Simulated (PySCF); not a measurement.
An unknown gives this computed stick spectrum. The calculation used PySCF, TDDFT wB97X-D/def2-SVPD, vertical, gas phase, core orbitals frozen in the response. Geometries: PBE0-D3(BJ)/def2-SVP, one conformer each.

| state | E (eV) | f |
| --- | --- | --- |
| S1 | 7.68 | 0.0014 |
| S2 | 8.00 | 0.011 |
| S3 | 8.34 | 0.0056 |
| S4 | 8.47 | 0.0041 |
| S5 | 8.66 | 0.018 |
| S6 | 8.69 | 0.0053 |
| S7 | 8.69 | 0.042 |
| S8 | 8.92 | 0.020 |
| S9 | 9.07 | 0.057 |
| S10 | 9.13 | 0.021 |

Question: Which candidate is it? All have the formula C6H9F.
A. `F[C@@H]1C2(CC2)[C@@H]1C`
B. `C=C1CC[C@@H]1CF`
C. `C=C/C(=C\C)CF`
D. `C[C@@H]1CC=C[C@@H]1F`
E. `C=C(C)/C=C\CF`

Answer: A. Its S1, at 7.68 eV, is the highest among the candidates; the nearest of the others has S1 at 6.94 eV. S1 is HOMO→LUMO (82%). Löwdin shares by element: HOMO carbon 56% or more, fluorine 12% (atoms not listed hold the other 32%); LUMO carbon 43% or more (atoms not listed hold the other 57%). At the same level the other candidates give, for their lowest levels:
- `C[C@@H]1CC=C[C@@H]1F`: 6.94 eV (f 0.205); 7.43 eV (f 0.017); 7.85 eV (f 0.003); 8.21 eV (f 0.048); 8.40 eV (f 0.001); T1 4.37 eV; HOMO -9.25, LUMO 1.82 eV
- `C=C/C(=C\C)CF`: 5.65 eV (f 0.657); 6.81 eV (f 0.013); 7.09 eV (f 0.001); 7.24 eV (f 0.022); 7.26 eV (f 0.009); T1 3.23 eV; HOMO -8.40, LUMO 0.80 eV
- `C=C(C)/C=C\CF`: 5.62 eV (f 0.636); 6.63 eV (f 0.000); 7.18 eV (f 0.003); 7.21 eV (f 0.002); 7.29 eV (f 0.002); T1 3.19 eV; HOMO -8.45, LUMO 0.75 eV
- `C=C1CC[C@@H]1CF`: 6.87 eV (f 0.308); 7.28 eV (f 0.004); 7.31 eV (f 0.042); 7.87 eV (f 0.003); 8.15 eV (f 0.003); T1 4.29 eV; HOMO -9.20, LUMO 1.67 eV
Triplets come from the Tamm–Dancoff approximation.
